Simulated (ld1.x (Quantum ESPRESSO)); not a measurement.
# Configuration tests for O (TM)

* Element: O
* Generator: ld1.x (Quantum ESPRESSO) 7.5
* Type: norm-conserving Troullier–Martins (Kleinman–Bylander form)
* Functional: PBE
* Relativity: scalar-relativistic
* Frozen core: [He]
* Valence charge: 6
* Reference configuration: 2s1.5 2p4.5
* Partial waves: 2s (bound): rc 0.85 bohr; 2p (bound): rc 1.50 bohr
* Local potential: all-electron potential smoothed inside 1.35 bohr (lloc = -2)
* Core correction: none

Energies are relative to the spin-unpolarised reference configuration 2s1.5 2p4.5; without spin polarisation the order of configurations can differ from experiment. The frozen-core shift is the all-electron ΔE with the core orbitals held at their reference shape minus the fully relaxed ΔE.

```
valence configuration  charge  ΔE all-electron (eV)  error AE − PS (meV)  frozen-core shift (meV)
              2s2 2p4       0                -7.470                 +2.5                     +0.1
              2s2 2p3      +1                 8.960                  +45                     +0.1
              2s2 2p1      +3                96.416                +1024                     +5.9
              2s2 2p0      +4               173.320                +2991                      +22
            2s2 2p3.5    +0.5                -1.185                  +15                     +0.1
```

Q: What are ΔE and the potential's error for 2s1 2p4?

A: ΔE = 24.189 eV all-electron; the error (AE − PS) is -25 meV.

Q: What are ΔE and the potential's error for 2s2 2p2?

A: ΔE = 42.547 eV all-electron; the error (AE − PS) is +265 meV.
